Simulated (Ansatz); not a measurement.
Start from `F[SiH2]OBS` and change one atom or group to get `[SiH3]OBS`.

Ansatz, PBE0-D4/def2-TZVP geometries, multiplicity 1. Each molecule was computed in one conformer, which needn't be the lowest.

```csv
property,`F[SiH2]OBS`
HOMO energy (B3LYP/def2-TZVPP) / eV,-7.71
LUMO energy (PBE0/def2-TZVPP) / eV,-0.44
HOMO energy (PBE0/def2-TZVPP) / eV,-7.97
HOMO–LUMO gap (ωB97M-V/def2-TZVPP) / eV,11.68
HOMO–LUMO gap (PBE/def2-TZVPP) / eV,5.35
LUMO energy (B3LYP/def2-TZVPP) / eV,-0.64
```

(1) Give the same properties after the change, and the shifts. (An estimate is asked.)

Results:

(1) Ansatz gave: 
| property | `[SiH3]OBS` | shift |
| --- | --- | --- |
| HOMO energy (B3LYP/def2-TZVPP) / eV | -7.65 | 0.06 |
| LUMO energy (PBE0/def2-TZVPP) / eV | -0.31 | 0.13 |
| HOMO energy (PBE0/def2-TZVPP) / eV | -7.91 | 0.06 |
| HOMO–LUMO gap (ωB97M-V/def2-TZVPP) / eV | 11.75 | 0.07 |
| HOMO–LUMO gap (PBE/def2-TZVPP) / eV | 5.42 | 0.07 |
| LUMO energy (B3LYP/def2-TZVPP) / eV | -0.51 | 0.13 |

With PBE0 the HOMO rises by 0.06 eV and the LUMO rises by 0.13 eV, so the gap widens by about 0.07 eV. PBE moves the HOMO by 0.07 eV and ωB97M-V by 0.06 eV.

B3LYP here is the variant with VWN-RPA as its local correlation; programs differ in this.
